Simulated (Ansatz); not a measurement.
Calculated with Ansatz (gas phase, PBE0-D4/def2-TZVP geometries, no zero-point term in ΔE). CCSD(T)/CBS adds triple-zeta CCSD(T) − MP2 to the extrapolated MP2 energy (def2 sets, frozen cores). This one scheme is used for every species, atoms too. DFT in def2-TZVPP. B3LYP here is the variant with VWN-RPA as its local correlation; programs differ in this. HSE06 is defined as in plane-wave codes. Open shells (•) are unrestricted, without spin–orbit coupling. Spin–orbit coupling would lower the free atoms: a little for C, Cl, Si. One conformer a species, not always the lowest.

Reaction (atomization): `NC[SiH2][SiH2]Cl` → C• + Cl• + 8 H• + N• + 2 Si•

```csv
level,ΔE (kcal/mol),difference from CCSD(T)/CBS
LDA (SPW92),1143.0,127.0
r2SCAN-D4,1013.8,-2.2
PBE0-D4,1012.3,-3.7
r2SCAN0-D4,1003.6,-12.4
HSE06-D4,1012.8,-3.2
ωB97M-V,1018.4,2.4
PBE,1015.1,-0.9
B3LYP,1003.1,-12.9
BHLYP,985.6,-30.4
CCSD/def2-SVP,935.6,-80.4
HF/def2-TZVPP,741.9,-274.1
SCS-MP2/def2-TZVPP,995.3,-20.7
CCSD/def2-TZVPP,973.8,-42.2
CCSD(T)/def2-TZVPP,986.4,-29.6
MP2/def2-QZVPP,1007.8,-8.2
CCSD/CBS(def2),1003.4,-12.6
CCSD(T)/CBS,1016.0,0
```

What do rigid-rotor, harmonic-oscillator terms from PBE0-D4/def2-TZVP frequencies (298.15 K, 1 bar) make of the CCSD(T)/CBS value? (Best estimate.)

Ansatz gave: ΔZPE = -56.9 kcal/mol, ΔH = +972.2 kcal/mol, ΔS = 1342 J/(mol·K), ΔG = +876.6 kcal/mol. Open shells count their whole term as degenerate. Modes under 50 cm⁻¹ make the entropy rough.

Largest T1 diagnostic among the species: 0.012.

From BLYP to BHLYP (50 % exact exchange), in def2-TZVPP and without D4, ΔE moves by −6.5 kcal/mol: exact exchange takes away binding that semilocal exchange gives to molecules. At CCSD(T), def2-SVP lies −71.6 kcal/mol from the extrapolated value and def2-TZVPP −29.6 kcal/mol: correlation converges slowly with the basis, and small sets miss more of it in the bonded molecule than in its fragments.

For atomizations the MP2-based limit and the directly extrapolated one differ by several kJ/mol either way, and by 10 to 25 for some Ge, Se and Sn compounds, so smaller differences from it don't rank the levels.
